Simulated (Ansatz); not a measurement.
C$_{2}$H$_{6}$FNSi (`C=N[SiH](C)F`). The species carries charge 0 and has multiplicity 1.

```tsv
atom	x (Å)	y (Å)	z (Å)
C1	0.235	2.013	0.894
N2	0.508	1.176	-0.004
Si3	-0.478	-0.116	-0.580
C4	0.400	-1.722	-0.318
F5	-1.890	-0.171	0.188
H6	0.961	2.789	1.165
H7	-0.712	2.031	1.452
H8	-0.774	0.163	-2.004
H9	-0.200	-2.555	-0.693
H10	0.593	-1.888	0.744
H11	1.357	-1.720	-0.844
```

Task: What are the harmonic wavenumbers in cm⁻¹ at PBE0-D4/def2-TZVP (Ansatz, finite differences of forces, unscaled)? (Estimate.)

Result: Computed: 110, 134, 143, 226, 288, 392, 523, 657, 729, 762, 784, 832, 903, 915, 1132, 1223, 1281, 1445, 1445, 1524, 1774, 2252, 2994, 3056, 3072, 3143, 3146.

Task: Is this a minimum?

Result: Yes, all 27 modes are real.

Task: Give the ideal-gas thermochemistry at 298.15 K and 1 bar (rigid rotor, harmonic oscillator; point group C1, symmetry number 1).

Result: Zero-point energy 208.7 kJ/mol; H(298) − E = 229.5 kJ/mol; entropy 340.9 J/(mol·K), of which translation 165.1, rotation 110.5, vibration 65.3; G(298) − E = 127.9 kJ/mol.

Task: And at 400, 500, 600, 800 and 1000 K?

Result: 
```json
{"T (K)": "400", "H − E (kJ/mol)": "241.5", "S (J/mol/K)": "375.3", "G − E (kJ/mol)": "91.4"}
{"T (K)": "500", "H − E (kJ/mol)": "255.2", "S (J/mol/K)": "405.8", "G − E (kJ/mol)": "52.3"}
{"T (K)": "600", "H − E (kJ/mol)": "270.4", "S (J/mol/K)": "433.6", "G − E (kJ/mol)": "10.3"}
{"T (K)": "800", "H − E (kJ/mol)": "304.7", "S (J/mol/K)": "482.7", "G − E (kJ/mol)": "-81.5"}
{"T (K)": "1000", "H − E (kJ/mol)": "342.8", "S (J/mol/K)": "525.2", "G − E (kJ/mol)": "-182.3"}
```

Task: Rotational constants (cm⁻¹)?

Result: 0.1958, 0.1047, 0.07877.
